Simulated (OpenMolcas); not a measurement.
**Ru²⁺: effect of the IPEA shift**

```
Program             : OpenMolcas
Basis               : ANO-RCC-VTZP [7s6p4d2f1g]
Scalar Hamiltonian  : DKH2, point nucleus
Active space        : 6 electrons in 9 orbitals (RAS2 4d 5s; RAS3 5p, at most 2 electrons)
State averaging     : 2S+1 = 5 even, 30 roots; 2S+1 = 7 even, 1 root kept (CI in the orbitals of an earlier block); 2S+1 = 3 even, 87 roots kept (CI in the orbitals of an earlier block); 2S+1 = 1 even, 85 roots kept (CI in the orbitals of an earlier block); 2S+1 = 5 odd, 54 roots (12 in the spin-orbit step); 2S+1 = 7 odd, 3 roots kept (CI in the orbitals of an earlier block); 2S+1 = 3 odd, 89 roots kept (CI in the orbitals of an earlier block, 0 in the spin-orbit step); 2S+1 = 1 odd, 31 roots kept (CI in the orbitals of an earlier block, 0 in the spin-orbit step)
Spin-orbit coupling : RASSI with atomic mean-field integrals over the reference wave functions, term energies averaged over their components
```

Methods on the same reference wave functions:
A. RASSCF
B. MS-RASPT2, IPEA 0 Eh, imaginary shift 0.1 Eh (closed shells correlated: 4s 4p)
C. MS-RASPT2, IPEA 0.25 Eh, imaginary shift 0.1 Eh (closed shells correlated: 4s 4p)

Energies in eV above 4d6 5D4, the measured ground level; measured values from Moore, Atomic Energy Levels, vol. III, NSRDS-NBS 35 (1971 reprint of NBS Circular 467, 1958).

```
     Level       A       B       C  Measured
   4d6 5D4  0.0000  0.0000  0.0000    0.0000
   4d6 5D3  0.1499  0.1533  0.1524    0.1437
   4d6 5D2  0.2422  0.2405  0.2409    0.2264
   4d6 5D1  0.3014   0.299   0.299    0.2810
   4d6 5D0  0.3301   0.326   0.327    0.3070
   4d6 3H6  2.3153   1.918   2.010          
   4d6 3H5  2.3609   1.939   2.032          
4d6 3P2(1)  2.3712   1.802   1.920          
4d5 5s 7S3  2.4345   2.974   3.081    3.3678
4d6 3F3(1)  2.6165   2.066   2.178          
4d6 3F2(1)  2.6862   2.131   2.245          
4d6 3P1(1)  2.8024   2.234   2.353          
   4d6 3G5  2.8665   2.332   2.429          
4d6 3P0(1)  2.8973   2.311   2.430          
   4d6 3G4  3.0047   2.450   2.549          
   4d6 3G3  3.0416   2.479   2.580          
   4d6 3D2  3.5258   2.719   2.839          
   4d6 3D1  3.5379   2.737   2.858          
   4d6 1I6  3.5399   3.030   3.095          
   4d6 3D3  3.5678   2.759   2.880          
4d6 1G4(1)  3.6874   3.138   3.199          
   4d6 1S0  4.1225   3.355   3.478          
4d5 5s 5S2  4.3713   4.571   4.706    5.0972
4d6 1D2(1)  4.5004   3.627   3.687
```

Deviations, from unrounded energies. A percentage is the sum of absolute deviations over the sum of measured energies, with the sign that they share, or ± where signs differ.

| Against measurement | Levels | A | B | C |
| --- | --- | --- | --- | --- |
| mean absolute deviation (cm-1) | 6 | 2300 | 1300 | 990 |
| fine structure of the ground term (%) | 4 | +6.8 | +6.3 | +6.5 |
| other configurations (%) | 2 | -19.6 | -10.9 | -8.0 |

C lies closest to measurement on these levels and A furthest from it. The largest miss of C in the table is 4d5 5s 5S2, by -3200 cm-1. The ranking rests on the paired levels alone, and a cruder setting can come out closer through cancelling errors.

Between B and C the level of the table that moves most is 4d5 5s 5S2, by 1100 cm-1 (lowest in B, highest in C). Moves below CASPT2's spread within the term are not significant.

The mean deviations of B to C differ by less than CASPT2's widest spread within a term (350 cm-1), so their order carries little weight.

From A to B the spin-free energies of the other terms of 4d6 shown, above 5D, scale by factors of 0.76 to 0.84, as is usual when dynamic correlation screens the repulsion within a d or f shell.

The lowest spin-free term lies below A's lowest term by 0.440 hartree in B, 0.429 hartree in C.

CASPT2 breaks the degeneracy within a term, and the mean is taken; among the terms shown or strongly mixed into the levels shown the widest spread is 350 cm-1 (4d6 1I, B). Some high roots are left out of the spin-orbit mixing, which shifts the levels that they would mix with. Terms from blocks run as CI alone lack orbitals of their own. A single d shell beside an s shell can misplace configurations of different d count against each other. The CASPT2 spread within a term exceeds the gap to the next term for 4d5 5s 7S and 4d6 1I, 4d6 1I and 4d6 1G(1), so the order of their levels is uncertain (figures for B; the like holds for C). Without dynamic correlation excited terms often stand tens of per cent too high (terms of higher spin than the ground term too low), and those without a measured partner can miss by more than the paired ones (holds for A). Blocks of more than 70 roots (2S+1 = 3 even, 1 even) ran without multistate coupling (holds for B; C). Computed and measured levels are paired by configuration, term and J; levels that our copy of the source lacks, or whose pairing is in doubt (as where it misses far off the trend of its configuration), stay unpaired and out of the deviations. Levels of configurations outside the active space are missing. The table leaves out levels that lie high or whose names do not pair safely across all columns.

A number in round brackets counts repeated terms of one configuration in the order of the reference energies.
